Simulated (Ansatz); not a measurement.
A run for Ansatz (an electronic-structure program): R-PBE0/def2-TZVPP on CH6GeO2 (SMILES C[O][GeH2][OH]), a point of a torsion scan.

Ansatz 0.2 input:
```yaml
crystal:
  periodic: [false, false, false]
  atoms:
    - {symbol: C, position_ang: [1.51877374, -0.22307618, -0.14698190]}
    - {symbol: O, position_ang: [0.48186639, 0.71986958, 0.01841453]}
    - {symbol: Ge, position_ang: [-1.22818851, 0.45892094, 0.33748922]}
    - {symbol: O, position_ang: [-2.05864254, 1.18220142, -0.99558992]}
    - {symbol: H, position_ang: [2.23656516, 0.19593286, -0.85443553]}
    - {symbol: H, position_ang: [2.02215190, -0.40183733, 0.80637424]}
    - {symbol: H, position_ang: [1.15381167, -1.17565142, -0.53590298]}
    - {symbol: H, position_ang: [-1.60398014, -0.99562521, 0.32596349]}
    - {symbol: H, position_ang: [-1.53481577, 1.20486876, 1.60259328]}
    - {symbol: H, position_ang: [-1.57428747, 1.85992615, -1.46459458]}
basis:
  gaussian:
    orbitals: def2-TZVPP
hamiltonian:
  xc: {name: PBE0}
scf: {lower_state_search: off}
```

It printed:

```
WARN ansatz: RAYON_NUM_THREADS=1 ignored (pool sized by the plan → 1); use --threads N
Functional definition: PBE0
these checks for a lower state are left out or cut short: stability, starts, cluster_reference, orbital_swaps, neighbouring_geometries, increment
integrals: 0.14 GiB planned
1237 factors; their error is unknown
mean field: 1.25 GiB planned
mean field evaluation 1: about -61727.9949 eV, gradient 7.3e1 eV
mean field evaluation 2: about -61712.8122 eV, gradient 1.2e2 eV
mean field evaluation 4: about -61736.8352 eV, gradient 5.5e0 eV
mean field evaluation 8: about -61737.1663 eV, gradient 3.8e-1 eV
mean field evaluation 16: about -61737.1665 eV, gradient 1.0e-5 eV
mean field -61737.16648443 eV, -2268.7990213485 hartree, gradient 1.1e-6 eV, S^2 0.000000; 0 other end points of the search recorded, 0 dependent functions left out
reference -61737.16651633 eV, -2268.7990225207 hartree; 30, 30 occupied and 195, 195 virtual orbitals, 1237 factors
Total energy: -61737.16651633 eV, -2268.7990225207 hartree
Checks for a lower state left out: stability, starts, cluster_reference, orbital_swaps, neighbouring_geometries, increment
```

Self-consistency was reached.

Cost: about 3.0 core-seconds (a rough figure).
